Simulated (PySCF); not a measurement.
Work out the structure from these simulated measurements.

Formula: C6H4O3.

| Property | Result |
| --- | --- |
| Polarisability | 86.6 au [PBE0/def2-SVPD] |
| Triplet | lowest triplet excitation (Tamm–Dancoff): 2.73 eV [TDA PBE0/def2-SVPD] |
| 1H NMR | chemical shifts (computed TMS as zero) by class: 9.73 (2 H), 7.51 (2 H) ppm [GIAO B97-2/pcSseg-1] |
| 13C NMR | chemical shifts (computed TMS as zero) by class: 178.0 (2 C), 155.0 (2 C), 120.0 (2 C) ppm [GIAO B97-2/pcSseg-1] |
| UV, strongest line | among the 10 lowest singlet transitions: S3 at 4.57 eV (271 nm, f = 0.552) [TDDFT PBE0/def2-SVPD] |
| Couplings | largest of the computed one-bond spin–spin couplings (means over like bonds): 13C–1H +192.0 (×2), 13C–1H +186.1 (×2) Hz [B3LYP/pcJ-1, spin–dipole term left out] |
| UV, first state | lowest singlet excitation: 3.46 eV (358 nm, f = 0.000) [TDDFT PBE0/def2-SVPD] |
| Valence photoelectron | vertical ionisation energy: 9.93 eV [ΔSCF PBE0/def2-SVPD] |
| Rotational structure | rotational constants A, B, C: 6.507, 0.884, 0.779 GHz [PBE0-D3(BJ)/def2-SVP] |

Gas-phase values; electronic properties from PySCF, density fitting. Levels stand in brackets. Geometry: PBE0-D3(BJ)/def2-SVP, one conformer, isolated molecule. NMR values are class means; diastereotopic atoms form classes of their own.

**Question.** What is the compound? Reason from the data.

**Answer.** Numbering: `[O:1]=[CH:2][c:3]1[cH:4][cH:5][c:6]([CH:7]=[O:8])[o:9]1`. Its formula, C6H4O3, gives 5 degrees of unsaturation: 1 ring and 4 π bonds in the structure found (Kekulé form). 6 carbons fall into 3 classes; from least to most shielded: aldehyde carbon [C2/C7] (178.0 ppm, 2 C), substituted aromatic carbon [C3/C6] (155.0 ppm, 2 C), aromatic CH carbon [C4/C5] (120.0 ppm, 2 C). Hydrogen classes from least to most shielded: 2 H on 2 aldehyde carbons, C2/C7 (9.73 ppm), 2 H on 2 aromatic CH carbons, C4/C5 (7.51 ppm). The couplings run between: +192.0 Hz, aromatic CH carbon [C4] and its hydrogen (with 1 like pair); +186.1 Hz, aldehyde carbon [C2] and its hydrogen (with 1 like pair). By its constants the optimised geometry is an asymmetric top. Structure: furan-2,5-dicarbaldehyde, `O=Cc1ccc(C=O)o1`. The assignments are read from this structure; whether some other isomer fits the data as well wasn't checked.

Conformer computed: `[O:1]=[CH:2][c:3]1[cH:4][cH:5][c:6]([CH:7]=[O:8])[o:9]1`: O1–C2–C3–C4 0°, C5–C6–C7–O8 -1°.
